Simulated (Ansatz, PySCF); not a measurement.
System: iodine atom, I, net charge 0, doublet state.

Property: electron affinity to the singlet, in eV. Terms: no spin-orbit coupling; UHF or UKS for open shells; LANL2DZ with its own core potentials from Na on; STO-3G and 3-21G all-electron and non-relativistic; def2 sets with scalar-relativistic core potentials past Kr; each state is the SCF solution reached for its charge and spin. Sets without +, aug- or the D of def2-TZVPD hold no diffuse functions, which anions need.

| level | program | electron affinity to the singlet (eV) |
|---|---|---|
| HF/LANL2DZ | Ansatz | 2.11 |
| PBE/LANL2DZ | Ansatz | 2.98 |
| B3LYP/STO-3G | Ansatz | -0.86 |
| B3LYP/3-21G | Ansatz | 2.74 |
| B3LYP/LANL2DZ | Ansatz | 2.98 |
| M06-2X/LANL2DZ | PySCF | 3.10 |
| PBE/def2-TZVPD | Ansatz | 3.25 |
| B3LYP/def2-TZVPD | Ansatz | 3.31 |
| M06-2X/def2-TZVPD | PySCF | 3.09 |

No value to compare with is used here. The 6 habitual levels span -0.86 (B3LYP/STO-3G) to 3.10 eV (M06-2X/LANL2DZ); PBE/def2-TZVPD gives 3.25.

The levels are drawn from those run, B3LYP/6-31G* more often than the rest, none by its result; runs whose electronic state is in doubt are left out.

Ansatz is a quantum-chemistry and plane-wave program.
